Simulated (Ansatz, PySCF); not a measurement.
C₃H₇S, doublet, geometry from GFN2-xTB. Base run: PySCF with MP2/STO-3G.

Here is a job for PySCF.
```python
from pyscf import gto, scf, mp

mol = gto.Mole()
mol.atom = '''
    C     1.333431   -1.051811    0.067840
    C     0.026105   -0.359441    0.208596
    C    -1.237205   -1.134688    0.089299
    S     0.011941    1.340825   -0.167962
    H     1.460684   -1.490001   -0.929288
    H     1.405139   -1.865983    0.790537
    H     2.153436   -0.357223    0.237283
    H    -2.077281   -0.592706    0.525101
    H    -1.489774   -1.349897   -0.956398
    H    -1.131328   -2.088510    0.604595
    H    -1.245913    1.566753    0.221157
'''
mol.basis = 'sto-3g'
mol.charge = 0
mol.spin = 1
mol.verbose = 4
mol.build()

mf = scf.UHF(mol)
mf.kernel()

pt = mp.MP2(mf)
pt.kernel()
print('E(MP2) = %.10f' % pt.e_tot)
```

The same geometry, method and basis name were run in Ansatz (a quantum-chemistry and plane-wave program) and PySCF, at each program's defaults and at the settings that a row names. The base is PySCF at its defaults. Differences at the defaults can come from grids, fitting, cores and function types together.

| code and settings | ΔE vs base (µEh) | basis functions | E (Eh) | SCF cycles | SCF-reference dipole (D) |
|---|---|---|---|---|---|
| PySCF, defaults (exact integrals, spherical functions, all electrons correlated) | 0.0 | 31 | -509.59349 | 12 | 0.86 |
| Ansatz, defaults (factorised integrals, spherical functions, frozen core) | 2030 | 31 | -509.59146 | - | - |
| PySCF, frozen core | 2009 | 31 | -509.59149 | 12 | 0.86 |
| Ansatz, high accuracy, frozen core | 2009 | 31 | -509.59149 | - | - |

Open shells are given as the SCF converged; they aren't shown to be the lowest states, and a large step between rows can be another state.
